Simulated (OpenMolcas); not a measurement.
What dynamic correlation does to the levels of O+

| Quantity | Value |
| --- | --- |
| Program | OpenMolcas |
| Basis | ANO-RCC-VQZP [5s4p3d2f1g] |
| Scalar Hamiltonian | DKH2, point nucleus |
| Active space | 5 electrons in 9 orbitals (RAS2 2s 2p; RAS3 3d, at most 2 electrons) |
| State averaging | 2S+1 = 4 odd, 1 root; 2S+1 = 2 odd, 8 roots; 2S+1 = 4 even, 3 roots; 2S+1 = 2 even, 9 roots |
| Spin-orbit coupling | state interaction with AMFI integrals over the reference wave functions, term energies averaged over their components |

Methods on the same reference wave functions:
A. RASSCF
B. SS-RASPT2, IPEA 0.25 Eh, imaginary shift 0.1 Eh (closed shells correlated: 1s)

Energies in cm-1 above 2s2 2p3 4S* 3/2, the measured ground level; measured values from NIST Handbook of Basic Atomic Spectroscopic Data.

| Level | A | B | Measured |
| --- | --- | --- | --- |
| 2s2 2p3 4S* 3/2 | 0.0 | 0.0 | 0.0 |
| 2s2 2p3 2D* 3/2 | 29917 | 27190 | 26831 |
| 2s2 2p3 2D* 5/2 | 29920 | 27200 | 26811 |
| 2s2 2p3 2P* 3/2 | 44590 | 41030 | 40468 |
| 2s2 2p3 2P* 1/2 | 44594 | 41030 | 40470 |
| 2s 2p4 4P 5/2 | 122655 | 120170 | 119837 |
| 2s 2p4 4P 3/2 | 122801 | 120320 | 120000 |
| 2s 2p4 4P 1/2 | 122888 | 120410 | 120083 |
| 2s 2p4 2D 3/2 | 172957 | 166890 | 165996 |
| 2s 2p4 2D 5/2 | 172959 | 166890 | 165988 |
| 2s 2p4 2S 1/2 | 207395 | 197980 | 195710 |
| 2s 2p4 2P 3/2 | 223621 | 215370 | 212594 |
| 2s 2p4 2P 1/2 | 223795 | 215540 | 212762 |

Deviations, from unrounded energies. A percentage is the sum of absolute deviations over the sum of measured energies, with the sign that they share, or ± where signs differ.

| Against measurement | Levels | A | B |
| --- | --- | --- | --- |
| mean absolute deviation (cm-1) | 12 | 5900 | 1000 |
| other terms of the ground configuration (%) | 4 | +10.7 | +1.4 |
| other configurations (%) | 8 | +4.3 | +0.8 |

B lies closest to measurement on these levels. The largest miss of B in the table is 2s 2p4 2P 1/2, by +2800 cm-1. The ranking rests on the paired levels alone, and a cruder setting can come out closer through cancelling errors.

From A to B the spin-free energies of the other terms of 2s2 2p3 shown, above 4S*, scale by factors of 0.91 to 0.92.

The lowest spin-free term lies below A's lowest term by 0.065 hartree in B.

Term energies are means over components that CASPT2 splits; among the terms shown or strongly mixed into the levels shown the widest spread is 15 cm-1 (2s 2p4 2D, B). Active for correlation alone: 3d; no level in the range computed is led by a configuration that fills it, so any true level of that kind is missing. Without dynamic correlation excited terms often stand tens of per cent too high (terms of higher spin than the ground term too low), and those without a measured partner can miss by more than the paired ones (holds for A). Computed and measured levels are paired by configuration, term and J; levels that our copy of the source lacks, or whose pairing is in doubt (as where it misses far off the trend of its configuration), stay unpaired and out of the deviations. Levels of configurations outside the active space are missing.

* marks odd parity.
